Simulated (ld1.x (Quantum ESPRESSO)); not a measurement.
manganese (Mn): one change to an ultrasoft potential, before and after

Mn, ultrasoft, made with ld1.x (Quantum ESPRESSO) 7.5 (PBE, scalar-relativistic). Core [Ar], reference 3d5 4s1.75 4p0 (charge +0.25). Waves: 4s (bound): rcut 2.40, rcutus 2.75 bohr; 4s channel at 1.65 Ry: rcut 2.40, rcutus 2.75 bohr; 4p (bound, empty): rcut 2.40, rcutus 2.90 bohr; 4p channel at 0.25 Ry: rcut 2.40, rcutus 2.90 bohr; 3d (bound): rcut 1.65, rcutus 1.80 bohr; 3d channel at -0.35 Ry: rcut 1.65, rcutus 1.80 bohr. Local part: all-electron potential smoothed inside 2.20 bohr (lloc = -1). Core correction: a·sin(br)/r model core, default radius (core density twice the valence density). Augmentation charge: PSQ, radius 1.60 bohr.

Change: waves 4s (bound): rcut 2.32, rcutus 2.46 bohr; 4s channel at 1.65 Ry: rcut 2.32, rcutus 2.46 bohr.

Cutoffs: the cutoffs (Ry, on a coarse ladder) from which the occupation-weighted sum of valence levels, in a spherical-Bessel basis at the reference potential, stays within 10 and 1 mRy of its value at 400 Ry; they do not see the model core or the augmentation charge, which bear on the density cutoff. Errors are all-electron minus pseudo energies relative to the spin-unpolarised reference configuration.

How do hardness, ghosts and transferability respond?

The potential gets neither clearly harder nor softer (35 Ry and 50 Ry → 35 Ry and 50 Ry); the errors of the 7 common tests hardly move; the range in which the s phases agree widens (upper end 2.7 → 4.6); neither file shows a bound ghost.

```csv
quantity,base,changed
"cutoff, loose",35 Ry,35 Ry
"cutoff, tight",50 Ry,50 Ry
bound ghosts,none,none
"error for 3d5 4s2 4p0, meV [ΔE -1.48 eV]",+0.1,+0.1
"error for 3d5 4s1 4p0, meV [ΔE 6.94 eV]",-0.9,-0.9
"error for 3d5 4s0 4p0, meV [ΔE 22.54 eV]",-7.6,-7.1
"error for 3d5 4s0 4p2, meV [ΔE 6.45 eV]",-2.1,-1.9
"error for 3d5 4s1 4p1, meV [ΔE 2.38 eV]",-0.5,-0.4
"error for 3d6 4s0 4p0, meV [ΔE 5.34 eV]",+17,+18
"error for 3d5.5 4s1.5 4p0, meV [ΔE -1.96 eV]",+0.1,0.0
s: phases at 3.16 bohr within 0.05 rad from the reference energy up to (Ry; the scan ends near 5),2.7,4.6
p: phases at 3.16 bohr within 0.05 rad from the reference energy up to (Ry; the scan ends near 5),2.7,2.7
d: phases at 3.16 bohr within 0.05 rad from the reference energy up to (Ry; the scan ends near 5),4.3,4.3
lowest overlap eigenvalue by channel,"s 0.54, p 0.63, d 1.00","s 0.46, p 0.63, d 1.00"
```
